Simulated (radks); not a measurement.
Q: All-electron atom: I IV in [Kr] 4d10 5s2 5p2. Method: Dirac Kohn-Sham, PBE, spin-unpolarised, spherical densities, finite nucleus; open shells fill j = l - 1/2 first; Fermi nuclear charge, rms radius 4.75 fm; computed with a radial shooting solver on a logarithmic mesh with Libxc functionals. Some entries of the table are withheld. Estimate them.

orbital,occ.,eigenvalue (eV),<r^2> (bohr^2),<r> (bohr)
1s1/2,2,-32990.65,0.001005,0.02722
2s1/2,2,(1),0.01613,0.1168
2p1/2,2,-4808.528,0.01193,0.09846
2p3/2,4,-4509.788,0.01322,0.1041
3s1/2,2,-1059.603,0.1127,0.3138
3p1/2,2,-929.6589,0.1074,(2)
3p3/2,4,-873.4355,0.1155,(3)
3d3/2,4,-644.4747,0.09721,0.2865
3d5/2,6,-632.6519,0.09955,0.2901
4s1/2,2,-212.2779,(4),0.7396
4p1/2,2,(5),0.6794,0.7721
4p3/2,4,(6),0.7295,0.8002
4d3/2,4,-82.9530,0.9670,0.9097
4d5/2,6,-81.2259,0.9906,0.9208
5s1/2,2,-46.1886,(7),1.832
5p1/2,2,-35.0672,(8),2.070
5p3/2,0,-33.6262,(9),2.140

A: 
(1) 2s1/2 eigenvalue (eV): -5122.745
(2) 3p1/2 <r> (bohr): 0.3040
(3) 3p3/2 <r> (bohr): 0.3155
(4) 4s1/2 <r^2> (bohr^2): 0.6181
(5) 4p1/2 eigenvalue (eV): -166.9108
(6) 4p3/2 eigenvalue (eV): -155.9483
(7) 5s1/2 <r^2> (bohr^2): 3.761
(8) 5p1/2 <r^2> (bohr^2): 4.821
(9) 5p3/2 <r^2> (bohr^2): 5.148
